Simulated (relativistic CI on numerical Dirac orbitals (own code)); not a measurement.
**Line list: Electric-dipole lines, Pr³⁺**

Method of calculation: Dirac-Coulomb-Breit CI, orbitals from a KLI potential per configuration, model QED, valence Slater integrals scaled by 0.85, P86 correlation energy added to each configuration (own radial code, finite nucleus).

Configuration list (outside the closed core [Kr] 4d10 5s2): 4f²5p⁶, 4f5p⁶5d, 4f5p⁶6s, 4f²5p⁵5d, 4f5p⁶6p, 4f³5p⁵, 4f5p⁶6d, 4f5p⁶7s, 4f5p⁶5f, 4f5p⁶7p, 4f²5p⁵6s, 4f5p⁶6f, 5p⁶5d², 5p⁵5d³, 5p⁶5d6s, 5p⁵5d²6s, 5p⁶5f², 5p⁵5d5f². Double excitations out of closed p, d and f shells are left out; levels of such configurations are missing from the list, as are those of other unlisted configurations, and high levels can miss mixing partners.

```tsv
λ vac (Å)	Lower	Upper	A (s⁻¹)	log gf	S velocity/length
577.12	4f²5p⁶ ³H4 [1]	4f²5p⁵5d ⁵G°3 [194]	3.39e+07	-1.93	0.60
582.31	4f²5p⁶ ³H4 [1]	4f²5p⁵5d ⁵G°4 [172]	1.12e+07	-2.29	0.76
582.63	4f²5p⁶ ³H5 [2]	4f²5p⁵5d ³H°5 [199]	8.34e+06	-2.33	0.75
582.79	4f²5p⁶ ³H4 [1]	4f²5p⁵5d ⁵F°3 [170]	7.83e+06	-2.55	1.07
584.69	4f²5p⁶ ³H4 [1]	4f²5p⁵5d ³G°3 [167]	3.59e+07	-1.89	1.12
585.85	4f²5p⁶ ³H5 [2]	4f²5p⁵5d ⁵F°4 [188]	1.42e+07	-2.18	0.92
587.37	4f²5p⁶ ³H5 [2]	4f²5p⁵5d ⁵G°5 [181]	8.94e+06	-2.29	0.86
588.74	4f²5p⁶ ³H4 [1]	4f²5p⁵5d ³H°4 [162]	4.12e+07	-1.72	0.89
589.10	4f²5p⁶ ³H5 [2]	4f²5p⁵5d ⁵G°5 [174]	1.90e+07	-1.96	0.87
589.88	4f²5p⁶ ³H6 [3]	4f²5p⁵5d ³H°5 [199]	7.99e+06	-2.34	0.96
595.88	4f²5p⁶ ³H4 [1]	4f²5p⁵5d ⁵G°4 [145]	5.22e+06	-2.60	1.01
2275.4	4f5p⁶6s ³F°3 [35]	4f5p⁶6p ³D3 [51]	2.05e+07	-0.95	0.78
2354.0	4f5p⁶6s ³F°2 [34]	4f5p⁶6p ³D1 [48]	5.57e+08	0.14	0.81
2361.1	4f5p⁶6s ¹F°3 [37]	4f5p⁶6p ¹D2 [56]	5.44e+08	0.36	0.80
2393.3	4f5p⁶6s ³F°4 [36]	4f5p⁶6p ³G5 [52]	5.54e+08	0.72	0.89
2397.4	4f5p⁶6s ³F°2 [34]	4f5p⁶6p ³D2 [46]	2.76e+08	0.08	0.89
2415.6	4f5p⁶6s ³F°3 [35]	4f5p⁶6p ³D2 [46]	2.48e+08	0.03	0.76
2418.1	4f5p⁶6s ³F°4 [36]	4f5p⁶6p ³D3 [51]	2.56e+08	0.20	0.78
2452.2	4f5p⁶6s ¹F°3 [37]	4f5p⁶6p ³D3 [51]	2.43e+08	0.19	0.92
2455.8	4f5p⁶6s ³F°2 [34]	4f5p⁶6p ³G3 [44]	3.00e+08	0.28	0.89
2474.9	4f5p⁶6s ³F°3 [35]	4f5p⁶6p ³G3 [44]	1.43e+08	-0.04	0.94
2539.9	4f5p⁶6s ³F°2 [34]	4f5p⁶6p ³F3 [42]	2.40e+07	-0.79	0.93
2560.3	4f5p⁶6s ³F°3 [35]	4f5p⁶6p ³F3 [42]	3.72e+07	-0.59	0.97
2685.4	4f5p⁶6s ¹F°3 [37]	4f5p⁶6p ³G3 [44]	4.63e+07	-0.46	0.95
2720.0	4f5p⁶6s ³F°2 [34]	4f5p⁶6p ³F2 [39]	1.91e+08	0.03	0.93
2724.7	4f5p⁶6s ³F°2 [34]	4f5p⁶6p ³G3 [38]	1.39e+08	0.03	0.84
2742.4	4f5p⁶6s ³F°4 [36]	4f5p⁶6p ³F3 [42]	1.71e+08	0.13	0.79
2743.5	4f5p⁶6s ³F°3 [35]	4f5p⁶6p ³F2 [39]	1.84e+08	0.02	0.79
2748.2	4f5p⁶6s ³F°3 [35]	4f5p⁶6p ³G3 [38]	2.28e+08	0.26	0.89
2786.3	4f5p⁶6s ¹F°3 [37]	4f5p⁶6p ³F3 [42]	1.46e+08	0.07	0.94
```

Terms are leading LS components. Brackets give the number of a level in order of energy, since labels repeat. The list gives strong lines, with weight on those to low levels, among the lowest 200 of 1995 levels, so that lines to higher ones, which can be the strongest, are missing, and without lines across small gaps between configurations, and without 132 lines that miss the measured interval by over 3.5 %, start from a term whose rates miss tabulated ones by over 60 %, have gauges far apart or, lacking measured levels, span too small a gap for the errors found; lines with a level outside our table were not tested and can miss by more. Levels whose partners in the same complex of configurations lie outside the list can be far off, and so can their lines. Rates are taken at the computed energies, electric ones in the length gauge. A velocity-to-length ratio far from 1 marks an uncertain rate.

For a near-neutral ion this model can misplace configurations by up to about 10,000 cm⁻¹ (more where the count of f electrons changes) and terms by 10 to 25 % of their spread. Rates follow the energies as ν³ (E1, M1) or ν⁵ (E2), so they and the lifetimes can be off by large factors. The fine structure of a lone outer electron comes out too small, for d and f at times inverted, and misplaced configurations move strength between like terms. 41 of the 45 excited levels that our extract of the measured tables holds in this range could be paired (the sources list more); they are missed by 2808 cm⁻¹ on average and 5867 at most, and levels without a partner can miss by more. Some levels of the ground configuration have no partner and can miss by 10 % or more.

LS names give the leading component of a level, which can be under half, so a name can repeat, a term be missing and a line seem to break the LS rules.
